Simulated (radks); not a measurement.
All-electron atom: Al+ in [Ne] 3s2 (the NIST ground configuration).

All-electron calculation, non-relativistic Kohn-Sham, LDA (Slater exchange, Perdew-Wang correlation), spin-polarised, spherical densities, point nucleus. Program: a radial shooting solver on a logarithmic mesh with Libxc functionals.

Energy parts (eV):
part                      energy
total                  -6560.562
kinetic                 6543.367
electron-nucleus      -15597.547
Hartree                 2963.026
exchange-correlation    -469.408

Orbitals (lengths in bohr, moments of r in powers of bohr; r(max) is where P^2 peaks):
1s: occ. 2; eigenvalue (eV) -1509.392; <r^4> 0.001004; <r> 0.1210; <1/r> 12.53; r(max) 0.07897
2s: occ. 2; eigenvalue (eV) -115.4313; <r^4> 0.4286; <r> 0.6306; <1/r> 2.322; r(max) 0.4995
2p: occ. 6; eigenvalue (eV) -78.1412; <r^4> 0.4962; <r> 0.6044; <1/r> 2.207; r(max) 0.4278
3s: occ. 2; eigenvalue (eV) -14.8900; <r^4> 69.27; <r> 2.372; <1/r> 0.5694; r(max) 2.002

The highest occupied level is 3s at -14.890 eV. The density falls to 0.001 e/bohr^3 at r = 3.89 bohr. The electron density at the nucleus is 1394 e/bohr^3. Virial ratio -V/T = 2.00263. Summed over all electrons, <r^2> = 16.77 bohr^2, which gives a Langevin (diamagnetic) susceptibility term of -13.3 x 10^-6 cm^3/mol.
